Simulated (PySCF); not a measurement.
vinyl chloride (C₂H₃Cl), singlet, at a GFN2-xTB geometry; HF/6-31G*, TDHF run with PySCF.

Here is a job for PySCF.
```python
from pyscf import gto, scf, tdscf

mol = gto.M(
    atom='''
C    -0.001662    0.754022   -0.000887
C     1.288373    1.021459   -0.013454
Cl   -0.624479   -0.849898    0.006946
H    -0.773014    1.508554    0.005532
H     2.034912    0.246855   -0.019613
H     1.633983    2.039976   -0.017955
''',
    basis='6-31g*',
    charge=0,
    spin=0,
    verbose=4,
)

mf = scf.RHF(mol)
mf.kernel()
td = mf.TDHF()
td.nstates = 5
td.kernel()
td.analyze()
```

Output, abridged:

```
PySCF version 2.14.0

[INPUT] verbose = 4
[INPUT] num. atoms = 6
[INPUT] num. electrons = 32
[INPUT] charge = 0
[INPUT] spin (= nelec alpha-beta = 2S) = 0
[INPUT] symmetry False subgroup None
[INPUT] Mole.unit = angstrom
[INPUT] Symbol           X                Y                Z      unit          X                Y                Z       unit  Magmom
[INPUT]  1 C     -0.001662000000   0.754022000000  -0.000887000000 AA   -0.003140724819   1.424895071897  -0.001676187072 Bohr   0.0
[INPUT]  2 C      1.288373000000   1.021459000000  -0.013454000000 AA    2.434672116284   1.930277757472  -0.025424375280 Bohr   0.0
[INPUT]  3 Cl    -0.624479000000  -0.849898000000   0.006946000000 AA   -1.180094280542  -1.606074453816   0.013126037661 Bohr   0.0
[INPUT]  4 H     -0.773014000000   1.508554000000   0.005532000000 AA   -1.460784750455   2.850753904117   0.010453964921 Bohr   0.0
[INPUT]  5 H      2.034912000000   0.246855000000  -0.019613000000 AA    3.845426367591   0.466488342480  -0.037063198481 Bohr   0.0
[INPUT]  6 H      1.633983000000   2.039976000000  -0.017955000000 AA    3.087780362195   3.854995940686  -0.033930032567 Bohr   0.0

nuclear repulsion = 89.4438767842112
number of shells = 26
number of NR pGTOs = 117
number of NR cGTOs = 52
basis = 6-31g*
ecp = {}

******** <class 'pyscf.scf.hf.RHF'> ********
method = RHF
initial guess = minao
damping factor = 0
level_shift factor = 0
DIIS = <class 'pyscf.scf.diis.CDIIS'>
diis_start_cycle = 1
diis_space = 8
diis_damp = 0
SCF conv_tol = 1e-09
SCF conv_tol_grad = None
SCF max_cycles = 50
direct_scf = True
direct_scf_tol = 1e-13
Set gradient conv threshold to 3.16228e-05
Initial guess from minao.
init E= -537.352447369497
  HOMO = -0.257846477117909  LUMO = 0.0692767385363355  gap/eV = 8.90148
cycle= 1 E= -536.88687848274  delta_E= 0.466  |g|= 0.352  |ddm|= 2.15
  HOMO = -0.390158168302794  LUMO = 0.116250512520205  gap/eV = 13.78008
cycle= 2 E= -536.922617971292  delta_E= -0.0357  |g|= 0.178  |ddm|= 0.559
  HOMO = -0.368336868538511  LUMO = 0.158005789924246  gap/eV = 14.32251
cycle= 3 E= -536.930523760489  delta_E= -0.00791  |g|= 0.0406  |ddm|= 0.201
  HOMO = -0.369274786656173  LUMO = 0.160025801945491  gap/eV = 14.40300
cycle= 4 E= -536.93132397856  delta_E= -0.0008  |g|= 0.0114  |ddm|= 0.0842
  HOMO = -0.369958949479608  LUMO = 0.158818025628206  gap/eV = 14.38875
cycle= 5 E= -536.931373203418  delta_E= -4.92e-05  |g|= 0.00354  |ddm|= 0.0192
  HOMO = -0.369484606647965  LUMO = 0.159441361032521  gap/eV = 14.39281
cycle= 6 E= -536.931383105512  delta_E= -9.9e-06  |g|= 0.00127  |ddm|= 0.0106
  HOMO = -0.369554837090641  LUMO = 0.159450958183226  gap/eV = 14.39498
cycle= 7 E= -536.931384124486  delta_E= -1.02e-06  |g|= 0.000257  |ddm|= 0.00356
  HOMO = -0.369516394794434  LUMO = 0.159498909738259  gap/eV = 14.39524
cycle= 8 E= -536.931384169971  delta_E= -4.55e-08  |g|= 6.39e-05  |ddm|= 0.00071
  HOMO = -0.369526183839631  LUMO = 0.159489348533221  gap/eV = 14.39525
cycle= 9 E= -536.931384172594  delta_E= -2.62e-09  |g|= 2.09e-05  |ddm|= 0.000158
  HOMO = -0.369524628805426  LUMO = 0.159489168916717  gap/eV = 14.39520
cycle= 10 E= -536.931384172935  delta_E= -3.41e-10  |g|= 5.76e-06  |ddm|= 5.92e-05
  HOMO = -0.369525196671454  LUMO = 0.159488364774344  gap/eV = 14.39519
Extra cycle  E= -536.931384172954  delta_E= -1.82e-11  |g|= 2.34e-06  |ddm|= 8.72e-06
converged SCF energy = -536.931384172954

******** <class 'pyscf.tdscf.rhf.TDHF'> for <class 'pyscf.scf.hf.RHF'> ********
nstates = 5 singlet
deg_eia_thresh = 1.000e-03
wfnsym = None
conv_tol = 1e-05
eigh lindep = 1e-12
eigh level_shift = 0
eigh max_cycle = 100

Excitation energies (eV)
[7.83371604 7.92207021 9.39963684 9.57030699 9.90530956]

** Singlet excitation energies and oscillator strengths **
Excited State   1:      7.83372 eV    158.27 nm  f=0.4830
      16 -> 17       -0.69448
Excited State   2:      7.92207 eV    156.50 nm  f=0.0017
      16 -> 18       -0.67034
      16 -> 19       -0.16526
Excited State   3:      9.39964 eV    131.90 nm  f=0.0033
      15 -> 18        0.67976
      15 -> 21        0.12093
Excited State   4:      9.57031 eV    129.55 nm  f=0.0000
      11 -> 17        0.15182
      12 -> 17        0.23971
      13 -> 17       -0.11883
      15 -> 17        0.62057
Excited State   5:      9.90531 eV    125.17 nm  f=0.0001
      13 -> 17       -0.12816
      14 -> 18        0.13385
      14 -> 19        0.16179
      15 -> 17       -0.12090
      16 -> 18        0.15257
      16 -> 19       -0.62145

** Transition electric dipole moments (AU) **
state          X           Y           Z        Dip. S.      Osc.
  1        -1.4630     -0.6132      0.0146      2.5167      0.4830
  2         0.0009      0.0001      0.0931      0.0087      0.0017
  3        -0.0971     -0.0704      0.0010      0.0144      0.0033
  4        -0.0001     -0.0000     -0.0095      0.0001      0.0000
  5        -0.0002     -0.0000     -0.0235      0.0006      0.0001

** Transition velocity dipole moments (imaginary part, AU) **
state          X           Y           Z        Dip. S.      Osc.
  1        -0.4186     -0.1611      0.0042      0.2012      0.4660
  2         0.0002      0.0000      0.0199      0.0004      0.0009
  3        -0.0462     -0.0195      0.0005      0.0025      0.0049
  4         0.0001      0.0000      0.0097      0.0001      0.0002
  5        -0.0001     -0.0000     -0.0073      0.0001      0.0001

** Transition magnetic dipole moments (imaginary part, AU) **
state          X           Y           Z
  1        -0.0070     -0.0009     -0.7376
  2         0.0728     -0.1419     -0.0005
  3         0.0046      0.0006      0.4873
  4        -0.4302     -1.1311      0.0054
  5        -0.6902      0.2478      0.0063
```
